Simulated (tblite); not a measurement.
Parent: `[NH2:1][SiH2:2][C@@H:3]1[CH2:4][CH2:5][CH2:6][C@H:7]1[F:8]` with H–N1–Si2–C3 -176° and -33°, N1–Si2–C3–C4 -175°, Si2–C3–C4–C5 -166°, C3–C4–C5–C6 38°, C4–C5–C6–C7 -20°, C5–C6–C7–F8 -126°, C5H12FNSi.

The geometries are computed with GFN2-xTB (gas phase). One conformer each, not checked by frequencies here.

```json
{"coordinate of the parent": "N1–Si2", "value": "1.715 Å"}
{"coordinate of the parent": "Si2–C3", "value": "1.900 Å"}
{"coordinate of the parent": "C3–C4", "value": "1.525 Å"}
{"coordinate of the parent": "C4–C5", "value": "1.529 Å"}
{"coordinate of the parent": "C5–C6", "value": "1.534 Å"}
{"coordinate of the parent": "C6–C7", "value": "1.538 Å"}
{"coordinate of the parent": "C7–F8", "value": "1.385 Å"}
{"coordinate of the parent": "C3–C7", "value": "1.528 Å"}
{"coordinate of the parent": "N1–Si2–C3", "value": "104.9°"}
{"coordinate of the parent": "Si2–C3–C4", "value": "115.5°"}
{"coordinate of the parent": "Si2–C3–C7", "value": "114.3°"}
{"coordinate of the parent": "C4–C3–C7", "value": "102.6°"}
{"coordinate of the parent": "C3–C4–C5", "value": "103.4°"}
{"coordinate of the parent": "C4–C5–C6", "value": "104.2°"}
{"coordinate of the parent": "C5–C6–C7", "value": "105.7°"}
{"coordinate of the parent": "C6–C7–F8", "value": "111.1°"}
{"coordinate of the parent": "C3–C7–C6", "value": "106.7°"}
{"coordinate of the parent": "C3–C7–F8", "value": "110.7°"}
```

Question: How does the shared frame change in `[NH2:1][SiH2:2][C@@H:3]1[CH2:4][CH:5]=[CH:6][C@@H:7]1[F:8]` with H–N1–Si2–C3 -55° and 171°, N1–Si2–C3–C4 180°, C5H10FNSi? Atoms pair as N1 = N1, Si2 = Si2, C3 = C3, C4 = C4, C5 = C5, C6 = C6, C7 = C7, F8 = F8 (parent first).

Answer: 
```csv
parent,relative,value in the relative,change
N1–Si2,N1–Si2,1.721 Å,+0.006
Si2–C3,Si2–C3,1.907 Å,+0.007
C3–C4,C3–C4,1.540 Å,+0.015
C4–C5,C4–C5,1.495 Å,-0.034
C5–C6,C5=C6,1.322 Å,-0.212
C6–C7,C6–C7,1.498 Å,-0.040
C7–F8,C7–F8,1.402 Å,+0.017
C3–C7,C3–C7,1.531 Å,+0.003
N1–Si2–C3,N1–Si2–C3,106.0°,+1.1
Si2–C3–C4,Si2–C3–C4,112.9°,-2.6
Si2–C3–C7,Si2–C3–C7,112.8°,-1.5
C4–C3–C7,C4–C3–C7,105.5°,+2.9
C3–C4–C5,C3–C4–C5,104.4°,+1.0
C4–C5–C6,C4–C5–C6,112.7°,+8.5
C5–C6–C7,C5–C6–C7,111.4°,+5.7
C6–C7–F8,C6–C7–F8,109.5°,-1.6
C3–C7–C6,C3–C7–C6,105.1°,-1.6
C3–C7–F8,C3–C7–F8,111.4°,+0.7
```

Of the parent's bonds, C5–C6 changes most (-0.212 Å). Point group C1 → C1.

Question: How does the shared frame change in `[NH2:1][SiH2:2][C@H:3]1[CH2:4][CH2:5][CH:6]=[C:7]1[F:8]` with H–N1–Si2–C3 40° and -179°, N1–Si2–C3–C4 178°, Si2–C3–C4–C5 99°, C3–C4–C5–C6 20°, C4–C5–C6–C7 -12°, Si2–C3–C7–C6 -107°, C5H10FNSi? Atoms pair as N1 = N1, Si2 = Si2, C3 = C3, C4 = C4, C5 = C5, C6 = C6, C7 = C7, F8 = F8 (parent first).

Answer: 
```tsv
parent	relative	value in the relative	change
N1–Si2	N1–Si2	1.716 Å	+0.001
Si2–C3	Si2–C3	1.915 Å	+0.015
C3–C4	C3–C4	1.537 Å	+0.012
C4–C5	C4–C5	1.541 Å	+0.012
C5–C6	C5–C6	1.500 Å	-0.034
C6–C7	C6=C7	1.321 Å	-0.217
C7–F8	C7–F8	1.351 Å	-0.034
C3–C7	C3–C7	1.486 Å	-0.042
N1–Si2–C3	N1–Si2–C3	104.7°	-0.2
Si2–C3–C4	Si2–C3–C4	113.7°	-1.8
Si2–C3–C7	Si2–C3–C7	110.8°	-3.5
C4–C3–C7	C4–C3–C7	101.5°	-1.1
C3–C4–C5	C3–C4–C5	105.7°	+2.3
C4–C5–C6	C4–C5–C6	103.7°	-0.5
C5–C6–C7	C5–C6–C7	109.6°	+3.9
C6–C7–F8	C6–C7–F8	125.4°	+14.3
C3–C7–C6	C3–C7–C6	114.9°	+8.2
C3–C7–F8	C3–C7–F8	119.6°	+8.9
```

Of the parent's bonds, C6–C7 changes most (-0.217 Å). Point group C1 → C1.

Question: How does the shared frame change in `[NH2:1][SiH2:2][SiH2:3][C@@H:4]1[CH2:5][CH2:6][CH2:7][C@@H:8]1[F:9]` with H–N1–Si2–Si3 50° and -173°, N1–Si2–Si3–C4 160°, Si2–Si3–C4–C5 173°, Si3–C4–C5–C6 -160°, C4–C5–C6–C7 41°, C5–C6–C7–C8 -29°, C6–C7–C8–F9 126°, C5H14FNSi2? Atoms pair as Si2 = Si3, C3 = C4, C4 = C5, C5 = C6, C6 = C7, C7 = C8, F8 = F9 (parent first).

Answer: 
```csv
parent,relative,value in the relative,change
Si2–C3,Si3–C4,1.911 Å,+0.011
C3–C4,C4–C5,1.528 Å,+0.003
C4–C5,C5–C6,1.526 Å,-0.003
C5–C6,C6–C7,1.530 Å,-0.004
C6–C7,C7–C8,1.535 Å,-0.003
C7–F8,C8–F9,1.393 Å,+0.008
C3–C7,C4–C8,1.527 Å,-0.001
Si2–C3–C4,Si3–C4–C5,114.6°,-0.9
Si2–C3–C7,Si3–C4–C8,112.4°,-1.9
C4–C3–C7,C5–C4–C8,104.0°,+1.4
C3–C4–C5,C4–C5–C6,103.4°,0.0
C4–C5–C6,C5–C6–C7,103.4°,-0.8
C5–C6–C7,C6–C7–C8,105.3°,-0.4
C6–C7–F8,C7–C8–F9,109.3°,-1.8
C3–C7–C6,C4–C8–C7,107.2°,+0.5
C3–C7–F8,C4–C8–F9,110.0°,-0.7
```

Of the parent's bonds, Si2–C3 changes most (+0.011 Å). Bonds of the relative outside the shared frame: N1–Si2 1.727, Si2–Si3 2.304 Å. Point group C1 → C1.

Question: How does the shared frame change in `[NH2:1][SiH2:2][C@@H:3]1[CH:4]=[CH:5][CH2:6][C@H:7]1[F:8]` with H–N1–Si2–C3 177° and -43°, N1–Si2–C3–C4 -61°, Si2–C3–C4–C5 -109°, C4–C5–C6–C7 -9°, C5–C6–C7–F8 -103°, Si2–C3–C7–C6 104°, C5H10FNSi? Atoms pair as N1 = N1, Si2 = Si2, C3 = C3, C4 = C4, C5 = C5, C6 = C6, C7 = C7, F8 = F8 (parent first).

Answer: 
| parent | relative | value in the relative | change |
| --- | --- | --- | --- |
| N1–Si2 | N1–Si2 | 1.719 Å | +0.004 |
| Si2–C3 | Si2–C3 | 1.907 Å | +0.007 |
| C3–C4 | C3–C4 | 1.494 Å | -0.031 |
| C4–C5 | C4=C5 | 1.322 Å | -0.207 |
| C5–C6 | C5–C6 | 1.500 Å | -0.034 |
| C6–C7 | C6–C7 | 1.533 Å | -0.005 |
| C7–F8 | C7–F8 | 1.389 Å | +0.004 |
| C3–C7 | C3–C7 | 1.530 Å | +0.002 |
| N1–Si2–C3 | N1–Si2–C3 | 104.8° | -0.1 |
| Si2–C3–C4 | Si2–C3–C4 | 111.3° | -4.2 |
| Si2–C3–C7 | Si2–C3–C7 | 112.4° | -1.9 |
| C4–C3–C7 | C4–C3–C7 | 103.4° | +0.8 |
| C3–C4–C5 | C3–C4–C5 | 112.4° | +9.0 |
| C4–C5–C6 | C4–C5–C6 | 111.7° | +7.5 |
| C5–C6–C7 | C5–C6–C7 | 103.5° | -2.2 |
| C6–C7–F8 | C6–C7–F8 | 109.3° | -1.8 |
| C3–C7–C6 | C3–C7–C6 | 106.1° | -0.6 |
| C3–C7–F8 | C3–C7–F8 | 109.7° | -1.0 |

Of the parent's bonds, C4–C5 changes most (-0.207 Å). Point group C1 → C1.
